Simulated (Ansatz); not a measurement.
ClGeH₃O₃ (`[OH][Ge]([OH])([OH])[Cl]`), relaxed with RKS PBE0-D4/def2-TZVP in the Gaussian-basis code of Ansatz from a PBE-D4/def2-SVP geometry. The force threshold is 0.005 eV/Å; the program also tests the step.

Total charge 0; spin multiplicity 1.

Start:

```xyz
8

O    -1.555    0.014    0.807
Ge    0.079    0.142    0.129
O     0.879   -1.296    0.792
O     0.095    0.197   -1.655
Cl    1.070    1.975    0.698
H    -2.050    0.840    0.644
H     1.833   -1.273    0.588
H    -0.353   -0.599   -2.002
```

How much energy does the relaxation release, and in how many steps? (An estimate is asked.)

Ansatz gave: 5.56 kJ/mol, in 5 steps.

Which bonds change most? (An estimate is asked.)

The calculation gave: Ge2–Cl5 from 2.160 to 2.128 Å; Ge2–O4 from 1.785 to 1.759 Å; O1–Ge2 from 1.774 to 1.748 Å; Ge2–O3 from 1.774 to 1.748 Å.

Give the relaxed structure. (An estimate is asked.)

Ansatz gave: 
```xyz
8

O    -1.530    0.033    0.803
Ge    0.081    0.146    0.134
O     0.880   -1.265    0.786
O     0.091    0.185   -1.624
Cl    1.058    1.955    0.687
H    -2.055    0.820    0.635
H     1.818   -1.289    0.576
H    -0.343   -0.586   -1.999
```
